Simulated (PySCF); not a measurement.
# Substituent chemical shifts

Parent skeleton `[CH3:1][S:2][SiH2:3][S:4][CH3:5]`; one hydrogen on atom 1 is replaced by X. Hydrogens on one atom are averaged.

Computational details: geometry from GFN2-xTB, PBE0/pcSseg-1 with gauge-including orbitals, in PySCF 2.14.0 with density-fitted response routines (relativity neglected, equivalent nuclei averaged, single conformer, no solvent).

Scale: TMS for 13C and 29Si and 1H; CS2 for 33S (reference shieldings calculated alike).

**Question.** Give δ (ppm) for X = COOCH3, 2-furyl, CH2SiH3, SCH3, CH3, ethynyl, N-pyrrolyl, SCF3, SO2CH3.

**Answer.** 
```csv
X,SMILES,C1,S2,Si3,S4,C5,H(C1),H(Si3),H(C5)
COOCH3,COC(=O)CS[SiH2]SC,34.5,-147.8,-12.9,-201.9,12.7,3.41,5.46,2.05
2-furyl,CS[SiH2]SCc1ccco1,28.8,-72.8,-10.8,-191.7,13.1,3.97,5.11,1.94
CH2SiH3,CS[SiH2]SCC[SiH3],32.4,-145.7,-11.6,-211.0,12.6,2.65,5.34,2.03
SCH3,CSCS[SiH2]SC,42.7,-152.6,-13.5,-199.2,15.2,3.65,5.40,2.13
CH3,CCS[SiH2]SC,26.4,-142.3,-12.3,-206.3,13.0,2.67,5.25,2.01
ethynyl,C#CCS[SiH2]SC,20.1,-113.0,-11.1,-214.0,12.2,3.35,5.33,2.05
N-pyrrolyl,CS[SiH2]SCn1cccc1,50.3,-49.1,-13.1,-208.2,12.4,5.11,5.00,2.07
SCF3,CS[SiH2]SCSC(F)(F)F,37.1,-151.5,-11.8,-215.9,11.6,4.22,5.41,2.12
SO2CH3,CS[SiH2]SCS(C)(=O)=O,57.0,-131.1,-21.2,-185.0,13.3,3.70,5.22,2.16
```

**Question.** Which position responds most, and to which substituents?

**Answer.** S2: from -152.6 ppm with SCH3 to -49.1 ppm with N-pyrrolyl.
